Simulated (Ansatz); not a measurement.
Gas-phase reaction in SMILES: B=O (HBO) -> [B]O
Geometries: B3LYP-D3(BJ)/def2-TZVP minima from Ansatz (a quantum-chemistry and plane-wave program).

Property: isomerisation energy (electronic energy difference), in kcal/mol. Valence correlation only, unless marked. No spin-orbit coupling. No relativistic terms. Basis-set limits of correlation are two-point, X^-3; Hartree-Fock from the larger set (for Q and 5 zeta extrapolated as (X+1)exp(-9√X)).

```
level                                         program  isomerisation energy (kcal/mol)
-------------------------------------  --------------  -------------------------------
HF/cc-pVTZ                                     Ansatz                             39.4
r2SCAN-D4/def2-TZVPD                   Ansatz + dftd4                             48.5
B3LYP-D4/def2-TZVPD                    Ansatz + dftd4                             47.7
B3LYP/def2-TZVPD                               Ansatz                             47.8
BHLYP-D3(BJ)/def2-TZVPD                Ansatz + dftd3                             45.1
r2SCANh-D4/def2-TZVPD                  Ansatz + dftd4                             47.6
wB97X/def2-TZVPD                               Ansatz                             46.0
RI-MP2/cc-pVQZ                                 Ansatz                             50.5
RI-MP2/def2-QZVPPD                             Ansatz                             50.3
SCS-MP2/aug-cc-pVDZ                            Ansatz                             49.1
CCSD(T)/cc-pVQZ                                Ansatz                             44.8
CCSD(T)/def2-QZVPPD                            Ansatz                             44.6
CCSD(T) with core electrons/cc-pwCVTZ          Ansatz                             45.3
CCSDT/cc-pVDZ                                  Ansatz                             47.3
CCSD(T)/CBS(cc-pVQZ,cc-pV5Z)                   Ansatz                             45.1
```
